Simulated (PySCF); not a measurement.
C₂H₈BNO₂, SMILES COCB(O)N.

Coordinates come from a B3LYP-D3(BJ)/def2-SVP optimisation. This is a generated structure with no PubChem entry under its InChIKey; it may be hypothetical. The values are those of a single conformer.

Two levels are set side by side: PBE/def2-TZVP (PySCF) and PBE0/def2-TZVP (PySCF). Same geometry, gas phase. Differences are taken from unrounded values.

| quantity | PBE |
|---|---|
| orbital gap (eV) | 5.86 |
| highest occupied level (eV) | -5.81 |
| lowest empty level (eV) | 0.05 |
| dipole moment (D) | 1.22 |
| mean polarisability (bohr³) | 58.0 |

### Question
These are the PBE values. What does PBE0 give? (An estimate is asked for; the answer gives what the named calculation found.)

### Answer

```tsv
quantity	PBE0	PBE minus PBE0
orbital gap (eV)	8.26	-2.40
highest occupied level (eV)	-7.40	1.60
lowest empty level (eV)	0.86	-0.80
dipole moment (D)	1.40	-0.18
mean polarisability (bohr³)	55.2	2.8
```

PBE's occupied levels lie high since its potential decays too fast outside the molecule; exact exchange lowers them and widens the gap. Loosely held outer electrons make PBE densities more polarisable. Differences between two approximate levels are no errors against the true value.

Rough cost on one machine, each run with all the roots and properties that it gave: PBE0 against PBE within a factor of 2.
